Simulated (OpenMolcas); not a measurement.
Ti2+ among 8 point charges of -1.6 e arranged as a cube (Oh).

- Program: OpenMolcas
- Method: CASSCF
- Basis: ANO-RCC-VDZP [5s4p2d1f]
- Scalar Hamiltonian: DKH2, point nucleus
- Active space: 2 electrons in 5 orbitals (3d)
- State averaging: 2S+1 = 3 even, 10 roots; 2S+1 = 1 even, 15 roots
- Spin-orbit coupling: state interaction with AMFI integrals over the reference wave functions

All point charges move together. At R = 2.04 Å the first state of the same spin is 8806 cm-1, and at R = 2.23 Å it is 5812 cm-1.

A third run gives 11390 cm-1. What distance was it run at?

With a power law R^-n the two known points give n = -ln(5812 / 8806) / ln(2.23 / 2.04) = 4.67. Then R = 2.04 × (8806 / 11390)^(1/4.67) = 1.931 Å. The run was at 1.93 Å, so the estimate is off by +0.001 Å.

Without dynamic correlation the repulsion within the d shell is too large (B by tens of per cent), so at a given field states of lower spin stand too high. This is an electrostatic model: the charges have no orbitals. No measured value stands beside these numbers.
